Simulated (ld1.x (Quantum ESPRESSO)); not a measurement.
Which change was made? (Cl, TM)

- Element: chlorine (Cl)
- Generator: ld1.x (Quantum ESPRESSO) 7.5
- Type: norm-conserving Troullier–Martins (Kleinman–Bylander form)
- Functional: PBE
- Relativity: scalar-relativistic
- Frozen core: [Ne]
- Valence charge: 7
- Reference configuration: 3s2 3p5
- Partial waves: 3p (bound): rc 1.20 bohr; 3s (bound): rc 1.35 bohr
- Local potential: the s channel
- Core correction: Bessel-smoothed model core inside 0.90 bohr

Cutoffs, loose and tight: the cutoffs (Ry, on a coarse ladder) from which the occupation-weighted sum of valence levels, in a spherical-Bessel basis at the reference potential, stays within 10 and 1 mRy of its value at 400 Ry. They do not see the model core or the augmentation charge, which bear on the density cutoff. Test errors are all-electron minus pseudo excitation energies from the reference, over the configurations 3s2 3p4; 3s2 3p3; 3s2 3p2; 3s2 3p5.3; 3s2 3p1; 3s1 3p5; 3s2 3p4.5; variants that change the core or the reference have their own tests.

The base gives: outcome: generated; cutoff, loose: 60 Ry; cutoff, tight: 110 Ry; bound ghosts: none; largest test error (meV): +194.

After one change the result is: outcome: generated; cutoff, loose: 50 Ry; cutoff, tight: 80 Ry; bound ghosts: none; largest test error (meV): +204. Which change was it?
A. wave 3s (bound): rc 1.35 bohr becomes 3s (bound): rc 0.88 bohr
B. type ultrasoft; waves now 3s (bound): rcut 1.15, rcutus 1.35 bohr; 3s channel at -0.2 Ry: rcut 1.15, rcutus 1.35 bohr; 3p (bound): rcut 1.05, rcutus 1.20 bohr; 3p channel at -0.3 Ry: rcut 1.05, rcutus 1.20 bohr; local potential all-electron potential smoothed inside 0.90 bohr (lloc = -2); augmentation built from norm-conserving waves at rcut, not smoothed further
C. all radii but the core radius scaled by about 1.29 (s 1.74, p 1.54 bohr)
D. wave 3p (bound): rc 1.20 bohr becomes 3p (bound): rc 1.32 bohr
E. reference 3s1 3p6

D. The others give: type ultrasoft; waves now 3s (bound): rcut 1.15, rcutus 1.35 bohr; 3s channel at -0.2 Ry: rcut 1.15, rcutus 1.35 bohr; 3p (bound): rcut 1.05, rcutus 1.20 bohr; 3p channel at -0.3 Ry: rcut 1.05, rcutus 1.20 bohr; local potential all-electron potential smoothed inside 0.90 bohr (lloc = -2); augmentation built from norm-conserving waves at rcut, not smoothed further → outcome: generated; cutoff, loose: 18 Ry; cutoff, tight: 55 Ry; bound ghosts: none; largest test error (meV): +83 | wave 3s (bound): rc 1.35 bohr becomes 3s (bound): rc 0.88 bohr → outcome: generated; cutoff, loose: 120 Ry; cutoff, tight: 300 Ry; bound ghosts: none; largest test error (meV): +330 | reference 3s1 3p6 → outcome: generated; cutoff, loose: 55 Ry; cutoff, tight: 110 Ry; bound ghosts: none; largest test error (meV): +74 | all radii but the core radius scaled by about 1.29 (s 1.74, p 1.54 bohr) → outcome: generated; cutoff, loose: 35 Ry; cutoff, tight: 55 Ry; bound ghosts: none; largest test error (meV): +356.
